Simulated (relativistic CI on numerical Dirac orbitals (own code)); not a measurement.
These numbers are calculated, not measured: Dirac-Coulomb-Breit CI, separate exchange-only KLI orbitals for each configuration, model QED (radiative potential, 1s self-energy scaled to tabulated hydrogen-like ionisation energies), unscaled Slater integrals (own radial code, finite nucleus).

The strongest absorption lines from the ground level of an ion, among the configurations computed and to levels below about 701 eV (vacuum wavelength in Å, gf): 34.961 (0.32), 35.234 (2.2), 35.374 (3.3), 35.526 (3.9), 43.446 (0.57), 45.737 (1), 54.332 (2.3), 57.824 (0.43).

Task: Which ion is it?
A. Tl47+
B. Tl45+
C. Ac55+
D. Ta39+

Result: A. Tl47+ has 34 electrons and the ground level 4s2.4p4 3P_2; the strongest line goes to 4s2.4p3.4d 3D°_3. The pattern of lines fixes the number of electrons, and along that sequence the line energies rise steadily with the charge (about as its square where n changes within one kind of shell, about linearly where n is kept but much faster in heavy ions where fine structure, which grows about as Z⁴, sets the gap, and irregularly where shells cross), which fixes Z. Configurations outside the model, such as inner-shell arrays, can give stronger lines. At this charge energies of transitions that change n are usually good to better than 1 %, and those within a shell (Δn = 0) to a few per cent.

LS names give the leading component of a level, which can be under half, so a name can repeat, a term be missing and a line seem to break the LS rules.
